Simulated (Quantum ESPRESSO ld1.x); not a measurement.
Question: All-electron atom: the zirconium ion Zr1.2+ in [Kr] 4d1.8 5s1 (fractional occupations, a model configuration). Calculated with ld1.x of Quantum ESPRESSO 7.5: Dirac Kohn-Sham, relativistic LDA (MacDonald-Vosko exchange, VWN5 correlation), spin-unpolarised, spherical densities, point nucleus; open shells are shared between the two j in proportion to 2j + 1. Some entries of the table are withheld. Estimate them.

| orbital | occ. | eigenvalue (eV) | <r> (bohr) | <1/r> (bohr^-1) |
|---|---|---|---|---|
| 1s1/2 | 2 | -17731.7 | 0.03719 | 41.11 |
| 2s1/2 | 2 | -2467.25 | 0.1628 | 9.314 |
| 2p1/2 | 2 | -2263.05 | (1) | 9.297 |
| 2p3/2 | 4 | -2177.87 | (2) | 8.897 |
| 3s1/2 | 2 | -411.327 | 0.4599 | 3.151 |
| 3p1/2 | 2 | -334.831 | 0.4560 | (3) |
| 3p3/2 | 4 | -321.241 | 0.4665 | (4) |
| 3d3/2 | 4 | -185.293 | 0.4508 | 2.754 |
| 3d5/2 | 6 | -182.799 | 0.4544 | 2.729 |
| 4s1/2 | 2 | -63.2175 | 1.212 | 1.124 |
| 4p1/2 | 2 | (5) | (6) | (7) |
| 4p3/2 | 4 | (8) | (9) | (10) |
| 4d3/2 | 0.72 | -12.1098 | 2.078 | (11) |
| 4d5/2 | 1.08 | -11.9618 | 2.096 | (12) |
| 5s1/2 | 1 | -11.6133 | 3.323 | 0.3871 |

Answer: 
(1) 2p1/2 <r> (bohr): 0.1389
(2) 2p3/2 <r> (bohr): 0.1433
(3) 3p1/2 <1/r> (bohr^-1): 3.051
(4) 3p3/2 <1/r> (bohr^-1): 2.954
(5) 4p1/2 eigenvalue (eV): -42.5037
(6) 4p1/2 <r> (bohr): 1.344
(7) 4p1/2 <1/r> (bohr^-1): 1.002
(8) 4p3/2 eigenvalue (eV): -40.6974
(9) 4p3/2 <r> (bohr): 1.375
(10) 4p3/2 <1/r> (bohr^-1): 0.9748
(11) 4d3/2 <1/r> (bohr^-1): 0.6424
(12) 4d5/2 <1/r> (bohr^-1): 0.6364
